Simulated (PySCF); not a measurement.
SMILES C[SiH](C)[Al]([OH])[OH], GFN2-xTB optimised geometry.

```
15

Si    -0.76    -0.93     0.01
C     -2.19    -0.99     1.28
C      0.48    -2.31     0.49
Al     0.32     1.23     0.00
O     -0.69     2.54     0.00
O      1.98     1.23     0.00
H     -1.35    -1.37    -1.28
H     -1.83    -0.82     2.29
H     -2.92    -0.22     1.06
H     -2.71    -1.95     1.27
H      0.02    -3.29     0.51
H      0.90    -2.13     1.48
H      1.30    -2.34    -0.22
H     -1.27     3.29     0.00
H      2.92     1.22     0.00
```

Density from CAM-B3LYP/def2-TZVP (PySCF) at that geometry.

Minimum of the electron density along straight lines between bonded atoms, close to the bond critical point (lines longer than 1.1 times the sum of covalent radii, or with two minima, are not listed):

```csv
bond,length / Å,ρ at the minimum / e bohr⁻³,∇²ρ there / e bohr⁻⁵,position (fraction from the first atom)
Si1–C2,1.915,0.114,0.14,0.39
Si1–C3,1.913,0.114,0.14,0.39
Si1–Al4,2.418,?,?,0.64
Al4–O5,1.654,0.112,0.93,0.44
Al4–O6,1.654,0.112,0.93,0.44
Si1–H7,1.490,0.119,?,0.49
C2–H8,1.087,0.275,-0.92,0.64
C2–H9,1.086,0.276,-0.93,0.64
C2–H10,1.086,0.276,-0.93,0.64
C3–H11,1.086,0.276,-0.93,0.64
C3–H12,1.086,0.275,-0.93,0.64
C3–H13,1.086,0.276,-0.93,0.64
O5–H14,0.947,0.361,-2.56,0.82
O6–H15,0.947,0.361,-2.56,0.82
```

Q: Some entries are withheld; supply them.

A: 
- Si1–Al4, ρ at the minimum / e bohr⁻³: 0.069
- Si1–Al4, ∇²ρ there / e bohr⁻⁵: 0.01
- Si1–H7, ∇²ρ there / e bohr⁻⁵: 0.15
